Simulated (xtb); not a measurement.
A geometry relaxed with xtb 6.7.1 with GFN2-xTB, charge 0, multiplicity 2:

```xyz
6

H     -1.7200     0.8102    -0.3732
B     -1.0404    -0.0804    -0.0102
H     -1.5795    -1.0679     0.3373
H      1.6757     1.2071    -0.3829
Si     0.8320     0.0655     0.0091
H      1.8322    -0.9345     0.4199
```

### Question
Write the SMILES of this molecule.

### Answer
`B[SiH2]`
